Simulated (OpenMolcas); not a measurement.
## Fe2+ in a point-charge field

Fe2+ among 3 point charges of -2.5 e arranged as a planar triangle (D3h), 1.89 Å from the ion.
```
   1.8900    0.0000    0.0000  -2.50
  -0.9450    1.6368    0.0000  -2.50
  -0.9450   -1.6368    0.0000  -2.50
```

| Property | Result |
| --- | --- |
| Program | OpenMolcas 26.06 |
| Method | CASSCF |
| Basis | ANO-RCC-VDZP [5s4p2d1f] |
| Scalar Hamiltonian | DKH2, point nucleus |
| Active space | 6 electrons in 5 orbitals (3d) |
| State averaging | 2S+1 = 5 even, 5 roots; 2S+1 = 3 even, 45 roots; 2S+1 = 1 even, 50 roots |
| Spin-orbit coupling | RASSI with atomic mean-field integrals over the reference wave functions |

The lowest spin-free states (labels of D3, the rotations of D3h), above the lowest:

```json
{"State": "5A1", "Degeneracy": "1", "E (cm-1)": "0.0", "Free-ion L (%)": "D (100)"}
{"State": "5E", "Degeneracy": "2", "E (cm-1)": "7660", "Free-ion L (%)": "D (100)"}
{"State": "5E", "Degeneracy": "2", "E (cm-1)": "20440", "Free-ion L (%)": "D (100)"}
{"State": "3A2", "Degeneracy": "1", "E (cm-1)": "23642", "Free-ion L (%)": "H (59)"}
{"State": "3A1", "Degeneracy": "1", "E (cm-1)": "23677", "Free-ion L (%)": "H (59)"}
{"State": "3E", "Degeneracy": "2", "E (cm-1)": "24813", "Free-ion L (%)": "H (72)"}
{"State": "3E", "Degeneracy": "2", "E (cm-1)": "26491", "Free-ion L (%)": "G (35)"}
{"State": "3E", "Degeneracy": "2", "E (cm-1)": "26877", "Free-ion L (%)": "H (41)"}
{"State": "3E", "Degeneracy": "2", "E (cm-1)": "28462", "Free-ion L (%)": "F (57)"}
{"State": "3A2", "Degeneracy": "1", "E (cm-1)": "28602", "Free-ion L (%)": "F (50)"}
{"State": "3E", "Degeneracy": "2", "E (cm-1)": "29351", "Free-ion L (%)": "H (100)"}
{"State": "3A1", "Degeneracy": "1", "E (cm-1)": "31189", "Free-ion L (%)": "G (74)"}
{"State": "3E", "Degeneracy": "2", "E (cm-1)": "31249", "Free-ion L (%)": "H (57)"}
{"State": "1A1", "Degeneracy": "1", "E (cm-1)": "33758", "Free-ion L (%)": "I (100)"}
{"State": "1A2", "Degeneracy": "1", "E (cm-1)": "33760", "Free-ion L (%)": "I (100)"}
{"State": "3E", "Degeneracy": "2", "E (cm-1)": "33875", "Free-ion L (%)": "P (84)"}
{"State": "3A2", "Degeneracy": "1", "E (cm-1)": "34441", "Free-ion L (%)": "H (90)"}
{"State": "3A2", "Degeneracy": "1", "E (cm-1)": "35167", "Free-ion L (%)": "F (85)"}
{"State": "3A1", "Degeneracy": "1", "E (cm-1)": "35217", "Free-ion L (%)": "F (85)"}
{"State": "1A1", "Degeneracy": "1", "E (cm-1)": "36420", "Free-ion L (%)": "G (64)"}
```

The lowest levels with spin-orbit coupling:

```csv
E (cm-1),Degeneracy,Label,2S+1,g
0.0,1,A1,5,
6.3,2,E,5,0.00 0.00 4.00
25.0,2,E,5,0.00 0.00 8.01
7470,2,,5,0.00 0.00 10.01
7578,2,E,5,0.00 0.00 6.00
7687,2,E,5,0.00 0.00 2.00
7792,1,A2,5,
7805,1,A1,5,
7910,2,E,5,0.00 0.00 6.00
20003,2,E,5,0.00 0.00 11.96
20241,1,A1,5,
20241,1,A2,5,
20471,2,E,5,0.00 0.00 3.95
20692,2,E,5,0.00 0.00 0.05
20906,1,A1,5,
20906,1,A2,5,
23501,2,E,3,0.00 0.00 1.92
23577,1,A1,3,
23609,1,A2,3,
23774,2,E,3,0.00 0.00 9.77
```

Powder χT (cm3 K/mol): 1.4 at 2 K, 2.88 at 10 K, 3.15 at 50 K, 3.17 at 100 K, 3.18 at 200 K, 3.19 at 300 K. The effective moment at 300 K is 2.828 √(χT) = 5.05 μB.

The lowest level has 2S+1 = 5, for which the spin-only value is χT = S(S+1) / 2 = 3.000 cm3 K/mol (g = 2). The computed 3.194 at 300 K differs by +0.194, through orbital momentum, spin-orbit coupling and any other state in reach.

Without dynamic correlation the repulsion within the d shell is too large (B by tens of per cent), so at a given field states of lower spin stand too high. This is an electrostatic model: the charges have no orbitals. No measured value stands beside these numbers.

The RASSCF and RASSI steps took 23 s on 1 thread of Arm Neoverse V2, with other jobs on the host; the integral step is not counted.

With an even number of electrons the g values are those of a degenerate or nearly degenerate non-Kramers pair.
